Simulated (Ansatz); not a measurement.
Q: Name a neutral molecule of B, C, N, Si and H with LUMO energy (PBE0/def2-TZVPP) between -0.45 and -0.15 eV and HOMO–LUMO gap (ωB97M-V/def2-TZVPP) between 9.85 and 10.15 eV (Ansatz, PBE0-D4/def2-TZVP geometry).

A: `NBC1N[SiH2]1` (-0.17 eV, 10.14 eV). Other molecules can fit too; these were computed, each in one conformer that needn't be the lowest.
